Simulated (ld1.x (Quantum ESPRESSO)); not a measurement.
**Which change was made? (Rh, ultrasoft)**

- Element: rhodium
- Generator: ld1.x (Quantum ESPRESSO) 7.5
- Type: ultrasoft
- Functional: revPBE
- Relativity: scalar-relativistic
- Frozen core: [Kr]
- Valence charge: 9
- Reference configuration: 4d6 5s0 5p0 (charge +3)
- Partial waves: 5s (bound, empty): rcut 1.70, rcutus 2.30 bohr; 5s channel at 2 Ry: rcut 1.70, rcutus 2.30 bohr; 5p (bound, empty): rcut 1.80, rcutus 2.35 bohr; 5p channel at -0.65 Ry: rcut 1.80, rcutus 2.35 bohr; 4d (bound): rcut 1.20, rcutus 1.65 bohr; 4d channel at -1.75 Ry: rcut 1.20, rcutus 1.65 bohr
- Local potential: all-electron potential smoothed inside 1.55 bohr (lloc = -2)
- Core correction: a·sin(br)/r model core inside 1.05 bohr
- Augmentation charge: built from norm-conserving waves at rcut, not smoothed further

Cutoffs, loose and tight: the cutoffs (Ry, on a coarse ladder) from which the occupation-weighted sum of valence levels, in a spherical-Bessel basis at the reference potential, stays within 10 and 1 mRy of its value at 400 Ry. They do not see the model core or the augmentation charge, which bear on the density cutoff. Test errors are all-electron minus pseudo excitation energies from the reference, over the configurations 4d8 5s1 5p0; 4d8 5s0 5p0; 4d7 5s0 5p0; 4d8.5 5s0.5 5p0; 4d8 5s0 5p1; 4d7 5s1 5p1; 4d8 5s0.5 5p0; variants that change the core or the reference have their own tests. The largest error is taken over the tests solved by every variant that gives reliable tests at all, those not shown here included: 4d7 5s0 5p0; 4d7 5s1 5p1; 4d8 5s0 5p0; 4d8 5s0 5p1; 4d8 5s0.5 5p0; 4d8 5s1 5p0.

The base gives: outcome: generated; cutoff, loose: 40 Ry; cutoff, tight: 70 Ry; bound ghosts: p; largest test error (meV): -354.

Question: After one change the result is: outcome: generated; cutoff, loose: 80 Ry; cutoff, tight: 140 Ry; bound ghosts: p; largest test error (meV): -351. Which change was it?
A. waves 4d (bound): rcut 1.20, rcutus 2.16 bohr; 4d channel at -1.75 Ry: rcut 1.20, rcutus 2.16 bohr
B. waves 4d (bound): rcut 1.20, rcutus 1.32 bohr; 4d channel at -1.75 Ry: rcut 1.20, rcutus 1.32 bohr
C. waves 4d (bound): rcut 1.20, rcutus 2.38 bohr; 4d channel at -1.75 Ry: rcut 1.20, rcutus 2.38 bohr
D. waves 4d (bound): rcut 1.06, rcutus 1.12 bohr; 4d channel at -1.75 Ry: rcut 1.06, rcutus 1.12 bohr

Answer: D. The others give: waves 4d (bound): rcut 1.20, rcutus 2.38 bohr; 4d channel at -1.75 Ry: rcut 1.20, rcutus 2.38 bohr → outcome: generated; cutoff, loose: 18 Ry; cutoff, tight: 30 Ry; bound ghosts: p; largest test error (meV): test run stopped at test 1 of 7 (negative rho) | waves 4d (bound): rcut 1.20, rcutus 1.32 bohr; 4d channel at -1.75 Ry: rcut 1.20, rcutus 1.32 bohr → outcome: generated; cutoff, loose: 60 Ry; cutoff, tight: 100 Ry; bound ghosts: p; largest test error (meV): -350 | waves 4d (bound): rcut 1.20, rcutus 2.16 bohr; 4d channel at -1.75 Ry: rcut 1.20, rcutus 2.16 bohr → outcome: generated; cutoff, loose: 25 Ry; cutoff, tight: 40 Ry; bound ghosts: p; largest test error (meV): -369.
